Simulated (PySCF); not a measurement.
System: CH₇Si₂ (charge 0, doublet). It need not be the lowest isomer of its formula. SMILES: [SiH3]C[SiH2]
Structure (B3LYP-D3(BJ)/def2-TZVP (Ansatz) minimum search):
```xyz
10

Si     1.5005     0.6843     0.0023
C      0.3342    -0.7827    -0.1459
Si    -1.4819    -0.3238     0.0528
H      1.2158     1.6963    -1.0501
H      1.3829     1.3220     1.3410
H      0.5929    -1.5272     0.6120
H      0.4717    -1.2557    -1.1220
H     -1.8732     0.6544    -0.9887
H     -1.7074     0.2828     1.3855
H     -2.3485    -1.5228    -0.0743
```
Charge 0, spin multiplicity 2.

Dispersion corrections to the total energy (kcal/mol) from the dftd3 and dftd4 libraries through PySCF: D3(BJ) without and D4 with the three-body term, each with the damping fitted for the functional named.

```
functional  D3(BJ)      D4
----------  ------  ------
TPSS             …   -6.63
BLYP        -11.20  -10.79
revPBE      -12.35       …
BHLYP        -7.62   -6.34
PW6B95       -2.93   -4.14
CAM-B3LYP    -4.31       …
B2PLYP       -4.53   -3.42
```

Task: Complete the blanks.

Result: 
- TPSS, D3(BJ): -6.51
- revPBE, D4: -14.42
- CAM-B3LYP, D4: -4.24
